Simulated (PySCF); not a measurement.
F3HOZr, multiplicity 1. Atoms are numbered in the order given.

```xyz
6

Zr     0.0000     0.0000     0.0079
F     -1.5587    -0.8999     0.6577
F      0.0000     1.7999     0.6577
F      1.5587    -0.8999     0.6577
O      0.0000     0.0000    -1.9018
H      0.0000     0.0000    -2.8612
```

The structure is a stationary point at B3LYP-D3(BJ)/def2-SVP. The multiplicity is an assumed one; no other spin state was optimised. The structure was generated by enumeration; whether it is a known compound was not checked. The def2 effective core potentials stand for the cores of Zr; spin–orbit coupling is left out. Other conformers were not sampled.

Calculation: PBE/def2-TZVP run with PySCF.

ESP charges are fitted to the potential on shells at 1.4 to 2.0 van der Waals radii. Atomic charges (e):

```json
[
 {"atom": "Zr1", "Löwdin": "0.77", "Mulliken": "1.63", "ESP fit": "1.64"},
 {"atom": "F2", "Löwdin": "-0.22", "Mulliken": "-0.42", "ESP fit": "-0.42"},
 {"atom": "F3", "Löwdin": "-0.22", "Mulliken": "-0.42", "ESP fit": "-0.42"},
 {"atom": "F4", "Löwdin": "-0.22", "Mulliken": "-0.42", "ESP fit": "-0.42"},
 {"atom": "O5", "Löwdin": "-0.28", "Mulliken": "-0.69", "ESP fit": "-0.89"},
 {"atom": "H6", "Löwdin": "0.17", "Mulliken": "0.33", "ESP fit": "0.50"}
]
```
